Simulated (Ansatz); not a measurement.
InH2F (SMILES [F][InH2]): methods side by side

InH2F: 4 atoms, total charge 0, spin state singlet. As SMILES, `[F][InH2]`. Geometry: relaxed at PBE0-D4/def2-TZVP.

```xyz
4

F    -1.6318   -0.6294    0.1886
In    0.1944    0.0523   -0.0263
H     1.3043   -0.9651    0.7679
H     0.1886    1.4819   -0.9504
```

Each level gives the vertical energy of the triplet above the singlet (eV). The values are calculated.

| level | kind | program | value (eV) | less FCI/STO-3G | CPU time (all runs) |
| --- | --- | --- | --- | --- | --- |
| PBE/STO-3G | GGA | Ansatz | 3.85 | -0.88 | 5.5 s |
| r2SCAN/STO-3G | meta-GGA | Ansatz | 4.07 | -0.66 | 13 s |
| r2SCAN0/STO-3G | hybrid meta-GGA | Ansatz | 4.44 | -0.29 | 14 s |
| CAM-B3LYP/STO-3G | range-separated hybrid | Ansatz | 4.48 | -0.25 | 6.7 s |
| wB97M-V/STO-3G | range-separated hybrid | Ansatz | 4.74 | +0.01 | 59 s |
| B2PLYP/STO-3G | double hybrid | Ansatz | 4.82 | +0.09 | 6.5 s |
| BCCD(T)/STO-3G | coupled cluster or CI | Ansatz | 4.72 | -0.01 | 1.9 s |
| FCI/STO-3G | exact in the basis | Ansatz | 4.73 | 0.00 | 18 s |

FCI/STO-3G is exact within its basis and frozen core, so for wave-function methods in that basis the difference is their error; functionals converge differently with the basis, so for them it is only a difference. All-electron rows without a relativistic Hamiltonian named are non-relativistic. Spin-orbit coupling, which can split open shells on such heavy atoms by tenths of an eV, is left out. The values span 3.85 to 4.82 eV. All rows use very small basis sets, so none should be taken for the real molecule's value. In the correlated wave-function rows the outer d shell of In is correlated, in sets not made for it. In so small a basis fixed costs decide the times, and correlated methods can beat functionals. CPU times are rough (shared hosts, several kinds of processor and program).
